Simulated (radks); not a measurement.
Results of a calculation; reference values are marked as such.
Spherical quantum dot in the effective-mass picture: electrons in a parabolic well V = omega^2 r^2 / 2 with omega = 4.1, all in effective atomic units (hartree* = m*/eps^2 hartree, bohr* = eps/m* bohr), one dielectric constant everywhere. Level of theory: non-relativistic Kohn-Sham, LDA (Slater exchange, Perdew-Wang correlation), spin-polarised, spherical densities (a radial shooting solver with Libxc functionals). Levels are named by radial order and angular momentum (1s, 1p, 1d, 2s, ...), and open shells are averaged over m.

N = 9, configuration 1s2 1p6 1d(up 1, down 0). This is the lowest configuration that the search found. Occupied and some empty levels:

level    occupation  eigenvalue (hartree*)  <r> (bohr*)
1s up             1                 16.110       0.6415
1s down           1                 16.153       0.6396
1p up             3                 19.227       0.8293
1p down           3                 19.287       0.8283
1d up             1                 22.536       0.9725
1d down           0                 22.603       0.9723
2s up             0                 22.858       0.8875
2s down           0                 22.907       0.8885
1f up             0                 25.996        1.092
1f down           0                 26.064        1.093
2p up             0                 26.423        1.017
2p down           0                 26.470        1.018

Energy (hartree*): total 127.609, kinetic 35.697, external 54.577, Hartree 45.217, exchange-correlation -7.8826.

Electron density:

r (bohr*)  n(r) (e/bohr*^3)
0.0767                1.896
0.205                 2.118
0.333                 2.384
0.461                 2.500
0.589                 2.343
0.717                 1.927
0.845                 1.378
0.973                0.8523
1.10                 0.4543
1.23                 0.2081
1.36                0.08177
1.49                0.02760
1.61               0.008011
